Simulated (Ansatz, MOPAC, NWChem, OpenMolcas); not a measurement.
CuF (fluorocopper): the equilibrium bond length, rung by rung

CuF, singlet, SMILES `[F][Cu]`. Each level relaxes the structure for itself.

Quantity: the equilibrium bond length, in Å. The values are calculated.

**What was measured.** Huber and Herzberg, Constants of Diatomic Molecules gives the equilibrium bond length of the gas as 1.745 Å.

```csv
level,kind,program,value (Å),computed − measured
PM6,semi-empirical,MOPAC,1.659,-0.086
PM6-D3,semi-empirical,MOPAC,1.660,-0.085
PM6-DH2,semi-empirical,MOPAC,1.659,-0.086
PM7-HH,semi-empirical,MOPAC,1.694,-0.051
BP86/def2-SVP,GGA,NWChem,1.742,-0.003
B3LYP-D3(BJ)/6-31G* (spherical functions),global hybrid,NWChem,1.810,+0.065
B3LYP/def2-SVP,global hybrid,Ansatz,1.751,+0.006
PBE0-D4/def2-TZVP,global hybrid,Ansatz,1.765,+0.020
"CASSCF(4,4)/ANO-RCC-VDZ (DKH2, RICD fitting)",multireference,OpenMolcas,1.828,+0.083
```

Nearest: BP86/def2-SVP (-0.003 Å); farthest: PM6-DH2 (-0.086 Å). Computed less measured by kind, in Å (of the ab initio rows, those in def2-SVP): semi-empirical -0.086 to -0.051; GGA -0.003; global hybrid +0.006.
